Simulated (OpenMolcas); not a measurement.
Ru5+ with 6 ligands (fluoride) in octahedral coordination (Oh) at 1.88 Å. A charge of +0.167 e stands 3.2 Å behind each ligand. Ligand basis ANO-RCC-VDZP.
```
Ru    0.0000    0.0000    0.0000
F     1.8800    0.0000    0.0000
F     0.0000    1.8800    0.0000
F    -1.8800    0.0000    0.0000
F     0.0000   -1.8800    0.0000
F     0.0000    0.0000    1.8800
F     0.0000    0.0000   -1.8800
```

* Program: OpenMolcas 26.06
* Method: SS-CASPT2, IPEA 0.25 Eh, imaginary shift 0.1 Eh (closed shells correlated: 4s 4p and the ligand valence shells)
* Basis: ANO-RCC-VDZP [6s5p3d1f]
* Scalar Hamiltonian: DKH2, point nucleus
* Active space: 3 electrons in 5 orbitals (4d)
* State averaging: 2S+1 = 4 even, 10 roots; 2S+1 = 2 even, 40 roots
* Spin-orbit coupling: state interaction with AMFI integrals over the reference wave functions

(1) What is the spin-free ground state (labels of O, the rotations of Oh)?

(2) Where is the first state of the same spin?

(3) What are the lowest two levels with spin-orbit coupling?

(4) What is χT at 300 K, and how does it compare with the textbook value?

Answers

(1) 4A2, 1-fold in its orbital part; it has the highest spin that d3 allows.

(2) 4T2 at 36600 cm-1 above the ground state.

(3) A 4-fold level Γ8, then a 4-fold level Γ8 9330 cm-1 above it. Their leading multiplicities are 4 (99 %) and 2 (100 %).

(4) The lowest level has 2S+1 = 4, for which the spin-only value is χT = S(S+1) / 2 = 1.875 cm3 K/mol (g = 2). The computed 1.775 at 300 K differs by -0.100, through orbital momentum, spin-orbit coupling and any other state in reach.

Roots that are degenerate in the reference are averaged as groups; the widest CASPT2 spread within a group is 340 cm-1 (the 2-fold group of multiplicity 2 near 45100 cm-1 above the lowest state of its run). Shifts and gaps below about the spread of the groups concerned are not significant. Over all roots computed the reference weight is 0.64 to 0.66; a low but even weight reflects the number of correlated electrons. The least metal-like active orbital is 68 % on the metal (Löwdin) and no ligand orbital is active, so the numbers are rough. Ligand-to-metal charge-transfer states are missing. With no ligand orbital active B as a rule stays too high, so bands that hang on it stand too high and its fall with covalency is understated. With one d shell and no ligand orbital active, 10Dq can be off by a tenth or more. No measured value stands beside these numbers; the geometry was imposed, not optimised, and the real ion may take another.
